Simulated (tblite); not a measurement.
Input of a run (GFN2-xTB geometry optimisation, gas phase (tblite 0.8.0)), started from a force field or distance geometry:
```
{"job": {"kind": "relax", "xc": "GFN2-xTB", "basis": "xTB"}, "charge": 0, "multiplicity": 2}
C      1.042400     1.418100    -0.920800
Si     0.127800     0.459900     0.389900
O      1.199900    -0.331700     1.490700
Si     2.057200    -1.613900     0.805200
O     -0.897200    -0.689600    -0.311800
Si    -2.554700    -0.428500     0.004900
Cl    -3.552900    -2.199300    -0.445100
H      0.495200     2.378200    -1.118700
H      2.063800     1.587000    -0.542800
H      1.117200     0.803900    -1.824200
H     -0.675700     1.409300     1.183700
H      3.409900    -1.626200     1.360000
H      2.066800    -1.642000    -0.638300
H     -2.817800    -0.135200     1.422300
H     -3.086400     0.617800    -0.877200
```

Output (eV, eV/Å):
```
step      E/eV     max force
  0    -660.06641    2.633
  1    -660.35508    1.755
  2    -660.55355    1.847
  3    -660.61613    0.731
  4    -660.67176    0.585
  5    -660.69742    0.531
  6    -660.74521    0.592
  7    -660.78100    0.539
  8    -660.81158    0.439
  9    -660.83248    0.453
 10    -660.85763    0.387
 11    -660.88834    0.510
 12    -660.92351    0.538
 13    -660.95370    0.394
 14    -660.97171    0.339
 15    -660.98359    0.323
 16    -661.00044    0.427
 17    -661.01872    0.405
 18    -661.03205    0.279
 19    -661.04316    0.341
 20    -661.05828    0.311
 21    -661.07529    0.393
 22    -661.09241    0.363
 23    -661.10602    0.232
 24    -661.11346    0.178
 25    -661.11734    0.236
 26    -661.12226    0.241
 27    -661.12872    0.182
 28    -661.13519    0.233
 29    -661.14062    0.225
 30    -661.14373    0.131
 31    -661.14536    0.072
 32    -661.14628    0.088
 33    -661.14740    0.117
 34    -661.14925    0.130
 35    -661.15151    0.098
 36    -661.15291    0.080
 37    -661.15381    0.075
 38    -661.15487    0.112
 39    -661.15615    0.114
 40    -661.15786    0.159
 41    -661.15954    0.176
 42    -661.16109    0.112
 43    -661.16212    0.088
 44    -661.16290    0.066
 45    -661.16329    0.044
 46    -661.16361    0.039
 47    -661.16385    0.043
 48    -661.16412    0.040
 49    -661.16429    0.029
 50    -661.16443    0.021
 51    -661.16454    0.023
 52    -661.16467    0.026
 53    -661.16484    0.033
 54    -661.16508    0.037
 55    -661.16541    0.050
 56    -661.16580    0.054
 57    -661.16613    0.044
 58    -661.16638    0.037
 59    -661.16658    0.038
 60    -661.16680    0.044
 61    -661.16705    0.039
 62    -661.16731    0.040
 63    -661.16760    0.048
 64    -661.16796    0.052
 65    -661.16837    0.068
 66    -661.16885    0.051
 67    -661.16934    0.052
 68    -661.16966    0.052
 69    -661.17011    0.068
 70    -661.17076    0.080
 71    -661.17164    0.078
 72    -661.17267    0.095
 73    -661.17375    0.095
 74    -661.17490    0.113
 75    -661.17601    0.149
 76    -661.17707    0.211
 77    -661.17865    0.103
 78    -661.18063    0.111
 79    -661.18062    0.178
 80    -661.18271    0.141
 81    -661.18379    0.093
 82    -661.18700    0.140
 83    -661.19021    0.122
 84    -661.17709    0.537
 85    -661.19253    0.136
 86    -661.19339    0.063
 87    -661.19450    0.099
 88    -661.19518    0.094
 89    -661.19712    0.074
 90    -661.19787    0.066
 91    -661.19838    0.048
 92    -661.19874    0.037
 93    -661.19902    0.061
 94    -661.19924    0.056
 95    -661.19948    0.048
 96    -661.19971    0.027
 97    -661.19989    0.020
 98    -661.19997    0.026
 99    -661.20002    0.018
100    -661.20006    0.019
101    -661.20013    0.022
102    -661.20026    0.039
103    -661.20044    0.050
104    -661.20068    0.046
105    -661.20087    0.030
106    -661.20099    0.019
107    -661.20107    0.022
108    -661.20120    0.035
109    -661.20143    0.047
110    -661.20183    0.054
111    -661.20235    0.049
112    -661.20277    0.035
113    -661.20300    0.031
114    -661.20317    0.030
115    -661.20342    0.040
116    -661.20387    0.054
117    -661.20446    0.056
118    -661.20494    0.049
119    -661.20518    0.045
120    -661.20530    0.026
121    -661.20542    0.032
122    -661.20562    0.052
123    -661.20586    0.048
124    -661.20602    0.046
125    -661.20610    0.021
126    -661.20614    0.012
127    -661.20618    0.013
128    -661.20623    0.016
129    -661.20627    0.017
130    -661.20630    0.012
131    -661.20632    0.007
```

Summarise the run.

The energy falls by 110.0 kJ/mol over 131 L-BFGS steps, the largest force on an atom goes from 2.63 to 0.007 eV/Å, and the atoms move by 0.808 Å rms after alignment. The bond that changes most is Si2–O3 (ends: silicon bonded to C, 2 O and H; oxygen bonded to 2 Si), which shortens by 0.119 Å. Bonds longer at the end by more than 0.005 Å: 2 of 14; shorter: 12. Among the angles that change most is Si2–O3–Si4, from 113.8° to 156.8°. Among the dihedrals that turn most is Si2–O5–Si6–H14, from -46° to 87°. The energy rose by more than 1e-5 eV at step 84. The first step brought 25 % of the lowering.

What are the final bond lengths?

C1–Si2 1.890 Å, Si2–O3 1.610 Å, O3–Si4 1.635 Å, Si2–O5 1.634 Å, O5–Si6 1.606 Å, Si6–Cl7 2.004 Å, C1–H8 1.086 Å, C1–H9 1.086 Å, C1–H10 1.088 Å, Si2–H11 1.454 Å, Si4–H12 1.457 Å, Si4–H13 1.455 Å, Si6–H14 1.456 Å, Si6–H15 1.456 Å. Numbering counts from 1 in the input's order; the species is `Cl[SiH2]O[Si@@H](O[SiH2])C` [radical].

Time: 1.0 s wall. Hardware: one thread of an Arm Neoverse V2, shared host with 96 logical CPUs at a one-minute load of 35.

Its lowest GFN2-xTB frequency is 14i cm⁻¹, too small to tell a flat minimum from a shallow saddle.

One conformer stands for the species.

The numbers are calculated, not measured.
